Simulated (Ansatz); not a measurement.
An input meant for [TaOF4]- (TaOF₄⁻) (charge -1, singlet; atoms displaced at random, 0.08 Å in each coordinate).

```yaml
crystal:
  periodic: [false, false, false]
  atoms:
    - {symbol: Ta, position_ang: [-0.117422, 0.125398, 0.042064]}
    - {symbol: O, position_ang: [0.120561, -0.006215, 1.753037]}
    - {symbol: F, position_ang: [1.895599, 0.061069, -0.450916]}
    - {symbol: D, position_ang: [-0.117345, 1.755263, -0.365230]}
    - {symbol: F, position_ang: [-1.937033, -0.020178, -0.349914]}
    - {symbol: F, position_ang: [-0.025754, -1.853505, -0.524230]}
basis:
  gaussian: {orbitals: def2-TZVPD}
total_charge: -1
hamiltonian: {xc: {name: BLYP}, dispersion: d3bj}
output: {forces: true}
```

```sh
$ ansatz run in.yaml --threads 4 --pin off --events-out ev --progress --plain --max-ram 3916MiB
```

Output, abridged:

```
Error: YAML parse error: error: line 7 column 16: `D` is not an element symbol (H … Og, case-exact)
 --> <input>:7:16
5 |     - {symbol: O, position_ang: [0.120561, -0.006215, 1.753037]}
6 |     - {symbol: F, position_ang: [1.895599, 0.061069, -0.450916]}
7 |     - {symbol: D, position_ang: [-0.117345, 1.755263, -0.365230]}
8 |     - {symbol: F, position_ang: [-1.937033, -0.020178, -0.349914]}
9 |     - {symbol: F, position_ang: [-0.025754, -1.853505, -0.524230]}
```

In this input an element symbol is wrong. The program refused the input.
